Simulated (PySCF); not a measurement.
A calculated (PBE0, PySCF 2.14, x2c-SVPall, scalar relativity by spin-free X2C-1e) atom or ion has these occupied shells.

| shell | electrons | orbital energy (eV) | rms radius, mean of both spins (bohr) |
| --- | --- | --- | --- |
| 1s | 2 | -27804.2 | 0.0341 |
| 2s | 2 | -4193.5 | 0.139 |
| 2p | 6 | -3766.5 | 0.124 |
| 3s | 2 | -813.06 | 0.372 |
| 3p | 6 | -671.80 | 0.373 |
| 3d | 10 | -451.41 | 0.353 |
| 4s | 2 | -134.33 | 0.905 |
| 4p | 6 | -91.482 | 0.987 |
| 4d | 10 | -29.075 | 1.29 |
| 5s | 2 | -15.817 | 2.67 |

Problem. Name the element and its charge.

Solution. In⁺ (indium, charge +1), in [Kr] 4d10 5s2, closed-shell 1S.
